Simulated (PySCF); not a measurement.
C5H8BFO2.
Atom-mapped SMILES: `[OH:1][B:2]([OH:3])[C@:4]12[CH2:5][C@:6]([F:7])([CH2:8]1)[CH2:9]2` (hydrogens: H10 on O1; H11 on O3; H12, H13 on C5; H14, H15 on C8; H16, H17 on C9)

A GFN2-xTB structure was refined with PBE0-D3(BJ)/def2-SVP geometry optimisation, gas phase in PySCF. Its GFN2-xTB values:

```
 coordinate  GFN2-xTB
      O1–B2   1.365 Å
     O1–H10   0.931 Å
      B2–C4   1.544 Å
      C4–C5   1.581 Å
      C5–C6   1.526 Å
     C5–H12   1.078 Å
      C6–F7   1.354 Å
   O1–B2–O3    123.9°
   O1–B2–C4    118.6°
   B2–C4–C5    127.6°
   B2–C4–C9    128.7°
   C4–C5–C6     74.5°
   C5–C4–C8     85.4°
   C5–C6–F7    125.9°
   C5–C6–C8     88.3°
O1–B2–C4–C5      -62°
B2–C4–C9–C6     -179°
```

Problem. How do these coordinates change at the PBE0-D3(BJ)/def2-SVP level?

Solution. 
```json
{"coordinate": "O1–H10", "PBE0-D3(BJ)/def2-SVP (Å or °)": "0.961", "change": "+0.030"}
{"coordinate": "C5–H12", "PBE0-D3(BJ)/def2-SVP (Å or °)": "1.101", "change": "+0.023"}
{"coordinate": "B2–C4", "PBE0-D3(BJ)/def2-SVP (Å or °)": "1.565", "change": "+0.021"}
{"coordinate": "C4–C5", "PBE0-D3(BJ)/def2-SVP (Å or °)": "1.562", "change": "-0.019"}
{"coordinate": "C6–F7", "PBE0-D3(BJ)/def2-SVP (Å or °)": "1.351", "change": "-0.003"}
{"coordinate": "C5–C6", "PBE0-D3(BJ)/def2-SVP (Å or °)": "1.529", "change": "+0.003"}
{"coordinate": "O1–B2", "PBE0-D3(BJ)/def2-SVP (Å or °)": "1.364", "change": "-0.001"}
{"coordinate": "C5–C4–C8", "PBE0-D3(BJ)/def2-SVP (Å or °)": "87.2", "change": "+1.8"}
{"coordinate": "B2–C4–C5", "PBE0-D3(BJ)/def2-SVP (Å or °)": "125.8", "change": "-1.8"}
{"coordinate": "B2–C4–C9", "PBE0-D3(BJ)/def2-SVP (Å or °)": "127.1", "change": "-1.6"}
{"coordinate": "C4–C5–C6", "PBE0-D3(BJ)/def2-SVP (Å or °)": "73.1", "change": "-1.4"}
{"coordinate": "O1–B2–C4", "PBE0-D3(BJ)/def2-SVP (Å or °)": "117.4", "change": "-1.2"}
{"coordinate": "C5–C6–C8", "PBE0-D3(BJ)/def2-SVP (Å or °)": "89.3", "change": "+1.0"}
{"coordinate": "O1–B2–O3", "PBE0-D3(BJ)/def2-SVP (Å or °)": "124.3", "change": "+0.4"}
{"coordinate": "C5–C6–F7", "PBE0-D3(BJ)/def2-SVP (Å or °)": "125.7", "change": "-0.2"}
{"coordinate": "O1–B2–C4–C5", "PBE0-D3(BJ)/def2-SVP (Å or °)": "-65", "change": "-3"}
{"coordinate": "B2–C4–C9–C6", "PBE0-D3(BJ)/def2-SVP (Å or °)": "-178", "change": "+1"}
```

The energy falls by 12.6 kJ/mol over 13 energy and gradient evaluations, the largest force component goes from 0.0381 to 2.1e-04 Eh/bohr, and the atoms move by 0.052 Å rms after alignment. Among the bonds, O1–H10 and C9–H17 change most and about equally (+0.029 to +0.030 Å). Bonds longer at the end by more than 0.005 Å: 7 of 18; shorter: 5. Rotational constants go from 3912, 986.7, 900.3 to 3876, 995.2, 906.8 MHz.

The run used 166 basis functions and 88 SCF cycles in all. Time: 2.9 min wall; peak memory 0.69 GiB. Hardware: one thread, Arm Neoverse V1 (aarch64), shared host with 64 logical CPUs at a one-minute load of 27.

No PBE0-D3(BJ)/def2-SVP frequencies stand behind this structure, so it isn't proved a minimum. The numbers are those of one conformer.

Shape of the structure used: `[OH:1][B:2]([OH:3])[C@:4]12[CH2:5][C@:6]([F:7])([CH2:8]1)[CH2:9]2`: O1–B2–C4–C5 -65°, H–O1–B2–O3 0°, H–O3–B2–O1 0°.
